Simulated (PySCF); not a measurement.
Simulated Si 2p region for `Br[Si](Br)(Br)Br`, binding energy against the vacuum level.

Every computed line was given a Gaussian of 1.0 eV full width at half maximum and an area set by the number of equivalent atoms (split 2:1 within a doublet); the highest printed point is 100. Theory: PySCF 2.14.0, delta-SCF UKS SCAN, pcX-2 on the ionised atom, pcseg-1 elsewhere, spin-free X2C.

```json
{"binding energy (eV)": "108.4", "intensity": "0"}
{"binding energy (eV)": "108.5", "intensity": "1"}
{"binding energy (eV)": "108.6", "intensity": "1"}
{"binding energy (eV)": "108.7", "intensity": "2"}
{"binding energy (eV)": "108.8", "intensity": "4"}
{"binding energy (eV)": "108.9", "intensity": "7"}
{"binding energy (eV)": "109.0", "intensity": "12"}
{"binding energy (eV)": "109.1", "intensity": "18"}
{"binding energy (eV)": "109.2", "intensity": "27"}
{"binding energy (eV)": "109.3", "intensity": "37"}
{"binding energy (eV)": "109.4", "intensity": "50"}
{"binding energy (eV)": "109.5", "intensity": "63"}
{"binding energy (eV)": "109.6", "intensity": "75"}
{"binding energy (eV)": "109.7", "intensity": "86"}
{"binding energy (eV)": "109.8", "intensity": "94"}
{"binding energy (eV)": "109.9", "intensity": "99"}
{"binding energy (eV)": "110.0", "intensity": "100"}
{"binding energy (eV)": "110.1", "intensity": "98"}
{"binding energy (eV)": "110.2", "intensity": "92"}
{"binding energy (eV)": "110.3", "intensity": "85"}
{"binding energy (eV)": "110.4", "intensity": "76"}
{"binding energy (eV)": "110.5", "intensity": "66"}
{"binding energy (eV)": "110.6", "intensity": "56"}
{"binding energy (eV)": "110.7", "intensity": "47"}
{"binding energy (eV)": "110.8", "intensity": "37"}
{"binding energy (eV)": "110.9", "intensity": "28"}
{"binding energy (eV)": "111.0", "intensity": "21"}
{"binding energy (eV)": "111.1", "intensity": "15"}
{"binding energy (eV)": "111.2", "intensity": "10"}
{"binding energy (eV)": "111.3", "intensity": "6"}
{"binding energy (eV)": "111.4", "intensity": "4"}
{"binding energy (eV)": "111.5", "intensity": "2"}
{"binding energy (eV)": "111.6", "intensity": "1"}
{"binding energy (eV)": "111.7", "intensity": "1"}
{"binding energy (eV)": "111.8", "intensity": "0"}
{"binding energy (eV)": "111.9", "intensity": "0"}
```

Count the maxima, the lines and the sites behind this envelope.

The curve has 1 maximum (at 110.0 eV). Under it lie 2 lines from 1 inequivalent silicon site, drawn as a 2p3/2, 2p1/2 pair. At this width some lines have no maximum of their own.

Decompose the envelope and assign each component. Bonds: Si1–Br2, Si1–Br3, Si1–Br4, Si1–Br5.

```json
{"position (eV)": "109.84", "relative area": "0.67", "line": "Si 2p3/2", "atoms": "Si1", "environment": "silicon bonded to 4 Br"}
{"position (eV)": "110.47", "relative area": "0.33", "line": "Si 2p1/2", "atoms": "Si1", "environment": "silicon bonded to 4 Br"}
```

No satellites, vibrations or lifetime broadening are included. The 2p values add to the ΔSCF energy of one spin-free hole a correction within the shell (spin–orbit coupling, ligand field). 2p1/2 minus 2p3/2 (ligand field included): Si 0.62 eV. Geometry: PBE0-D3(BJ)/def2-SVP; no solvent, vibrations or thermal averaging.
